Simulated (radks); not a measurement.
Values are calculated unless marked as measured or tabulated.
All-electron atom: Dy+ in [Xe] 4f10 6s1. Level of theory: Dirac Kohn-Sham, BLYP, spin-unpolarised, spherical densities, finite nucleus; open shells fill j = l - 1/2 first; Fermi nuclear charge, rms radius 5.2218 fm (a radial shooting solver on a logarithmic mesh with Libxc functionals).

Spin-orbit splittings of the eigenvalues, e(l+1/2) - e(l-1/2), with zeta = 2 splitting/(2l+1) and mean radii in bohr:

| shell | occ. | splitting (eV) | zeta (eV) | <r> j=l-1/2 | <r> j=l+1/2 |
|---|---|---|---|---|---|
| 2p | 6 | 800.5 | 533.7 | 0.07437 | 0.08143 |
| 3p | 6 | 166.2 | 110.8 | 0.2238 | 0.2372 |
| 3d | 10 | 36.30 | 14.52 | 0.2096 | 0.2138 |
| 4p | 6 | 37.17 | 24.78 | 0.5404 | 0.5711 |
| 4d | 10 | 6.728 | 2.691 | 0.6037 | 0.6147 |
| 4f | 10 | 0.8758 | 0.2502 | 0.8680 | 0.8890 |
| 5p | 6 | 4.695 | 3.130 | 1.473 | 1.580 |
